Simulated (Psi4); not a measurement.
S2, triplet, at a GFN2-xTB geometry, atoms displaced at random by about 0.08 Å a coordinate; HF/def2-SVP, gradient (Psi4).

Here is a job for Psi4.
```
memory 2 GB

molecule mol {
0 3
S    -0.019028    0.013197   -0.983831
S    -0.032989   -0.005807    0.983647
symmetry c1
no_reorient
no_com
}

set {
  basis def2-svp
  reference uhf
}

gradient('scf')
print_variables()
```

Output, abridged:

```
gradient() will perform analytic gradient computation.

   => Loading Basis Set <=

    Name: DEF2-SVP
    Role: ORBITAL
    Keyword: BASIS

         ---------------------------------------------------------
                                   SCF
               by Justin Turney, Rob Parrish, Andy Simmonett
                          and Daniel G. A. Smith
                              UHF Reference
         ---------------------------------------------------------

  ==> Geometry <==

    Molecular point group: c1
    Full point group: C1

    Geometry (in Angstrom), charge = 0, multiplicity = 3:

       Center              X                  Y                   Z               Mass
    ------------   -----------------  -----------------  -----------------  -----------------
         S           -0.019028000000     0.013197000000    -0.983831000000    31.972071174400
         S           -0.032989000000    -0.005807000000     0.983647000000    31.972071174400

  Running in c1 symmetry.

  Rotational constants: A =    382.01771  B =      0.27238  C =      0.27218 [cm^-1]
  Rotational constants: A = 11452602.83327  B =   8165.71600  C =   8159.89798 [MHz]
  Nuclear repulsion =   68.849378213871447

  Charge       = 0
  Multiplicity = 3
  Electrons    = 32
  Nalpha       = 17
  Nbeta        = 15

  ==> Algorithm <==

  SCF Algorithm Type is DF.
  DIIS enabled.
  MOM disabled.
  Fractional occupation disabled.
  Guess Type is SAD.
  Energy threshold   = 1.00e-08
  Density threshold  = 1.00e-08
  Integral threshold = 1.00e-12

  ==> Primary Basis <==

  Basis Set: DEF2-SVP
    Blend: DEF2-SVP
    Number of shells: 16
    Number of basis functions: 36
    Number of Cartesian functions: 38
    Spherical Harmonics?: true
    Max angular momentum: 2

   => Loading Basis Set <=

    Name: (DEF2-SVP AUX)
    Role: JKFIT
    Keyword: DF_BASIS_SCF

  ==> Integral Setup <==

  SCF_SUBTYPE=INCORE selected. In-core MEM_DF algorithm will be used.
  Using in-core AOs.

  ==> MemDFJK: Density-Fitted J/K Matrices <==

    J tasked:                   Yes
    K tasked:                   Yes
    wK tasked:                   No
    Algorithm:                 Core
    Schwarz Cutoff:           1E-12
    Mask sparsity (%):       1.0802
    Fitting Condition:        1E-10

   => Auxiliary Basis Set <=

  Basis Set: (DEF2-SVP AUX)
    Blend: DEF2-UNIVERSAL-JKFIT
    Number of shells: 76
    Number of basis functions: 256
    Number of Cartesian functions: 310
[...]
  @DF-UHF Final Energy:  -794.79607582681592
    Total Energy =                       -794.7960758268159225
[...]
 Dipole Y            :         -0.2234412            0.2234412            0.0000000
 Dipole Z            :          0.0055634           -0.0055634           -0.0000000
 Magnitude           :                                                    0.0000000

 ------------------------------------------------------------------------------------

         ------------------------------------------------------------
                                   SCF GRAD
                          Rob Parrish, Justin Turney,
                       Andy Simmonett, and Alex Sokolov
         ------------------------------------------------------------

  ==> Geometry <==

    Molecular point group: c1
    Full point group: C1

    Geometry (in Angstrom), charge = 0, multiplicity = 3:

       Center              X                  Y                   Z               Mass
    ------------   -----------------  -----------------  -----------------  -----------------
         S           -0.019028000000     0.013197000000    -0.983831000000    31.972071174400
         S           -0.032989000000    -0.005807000000     0.983647000000    31.972071174400

  Nuclear repulsion =   68.849378213871447

  ==> Basis Set <==

  Basis Set: DEF2-SVP
    Blend: DEF2-SVP
    Number of shells: 16
    Number of basis functions: 36
    Number of Cartesian functions: 38
    Spherical Harmonics?: true
    Max angular momentum: 2

  ==> DFJKGrad: Density-Fitted SCF Gradients <==

    Gradient:                    1
    J tasked:                  Yes
    K tasked:                  Yes
    wK tasked:                  No
    Integrals threads:           1
    Schwarz Cutoff:          1E-12
    Fitting Condition:       1E-10

   => Auxiliary Basis Set <=

  Basis Set: (DEF2-SVP AUX)
    Blend: DEF2-UNIVERSAL-JKFIT
    Number of shells: 76
    Number of basis functions: 256
    Number of Cartesian functions: 310
    Spherical Harmonics?: true
    Max angular momentum: 4

  -Total Gradient:
     Atom            X                  Y                   Z
    ------   -----------------  -----------------  -----------------
       1        0.000405894226     0.000552511559    -0.057201343818
       2       -0.000405894226    -0.000552511559     0.057201343807

  Variable Map:
  ----------------------------------------------------------------------------
[...]
  Array Variable Map:
  ----------------------------------------------------------------------------
[...]
[...]
```
